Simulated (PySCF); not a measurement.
## Ar²⁺ (argon, charge +2) across methods

[Ne] 3s1 3p5, high-spin 3P determinant (an excited configuration). Computed with PySCF 2.14 in aug-cc-pV(5+d)Z, with no relativity, point nucleus.

```
method  E (hartree)  mean ε 3s α (eV)  mean ε 3p α (eV)  mean ε 3p β (eV)  Σ⟨r²⟩ (bohr²)   ⟨S²⟩
revPBE    -525.3312           -52.110           -37.035           -34.519          15.97  2.002
PBEsol    -524.4773           -51.953           -36.964           -34.461          15.98  2.002
  PBE0    -525.2336           -55.447           -39.112           -35.908          15.99  2.002
   LDA    -523.7969           -51.885           -37.019           -34.627          16.01  2.001
r2SCAN    -525.3675           -53.608           -37.771           -34.719          15.98  2.003
   UHF   -524.68711           -64.600           -44.407           -38.527          16.18  2.006
  TPSS    -525.4286           -52.689           -37.282           -34.612          15.96  2.002
   PBE    -525.2145           -52.083           -37.040           -34.555          15.98  2.002
```
